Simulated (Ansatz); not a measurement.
Total energies of ScBr₃ from Ansatz at PBE0-D4/def2-TZVP, gas phase (1 Eh = 27.2114 eV = 2625.5 kJ/mol). The reference geometry is relaxed at PBE0-D4/def2-SVP.

```csv
state,geometry,energy (Eh)
charge 0 singlet,reference,-8482.34519
charge 1 doublet,reference,-8481.96443
charge 1 doublet,relaxed at PBE0-D4/def2-SVP,-8481.97760
free Sc atom (doublet),–,-760.41828
free Br atom (doublet),–,-2573.81189
```

(1) Work out the vertical ionisation energy to the doublet.

(2) How much does the charge 1 doublet relax, and what is the adiabatic ionisation energy?

(3) What is the binding energy per atom against free atoms?

(1) E(charge 1 doublet) − E(charge 0 singlet) = -8481.96443 − (-8482.34519) = 0.38076 Eh = 10.36 eV. For comparison, −ε of the highest occupied level is 8.57 eV at this level, 1.79 eV less.

(2) Relaxation: -8481.96443 − (-8481.97760) = 0.01317 Eh = 0.36 eV. Adiabatic ionisation energy: 0.36759 Eh = 10.00 eV, without zero-point energy. In the charge 1 doublet, Br2 and Br4 lie 2.99 Å apart (atoms count from 1), so these atoms are partly bonded to each other.

(3) Atoms: 1 × (-760.41828) + 3 × (-2573.81189) = -8481.85395 Eh. Binding: -8481.85395 − (-8482.34519) = 0.49124 Eh = 13.37 eV, or 3.34 eV for each of 4 atoms (no zero-point energy, no counterpoise term).
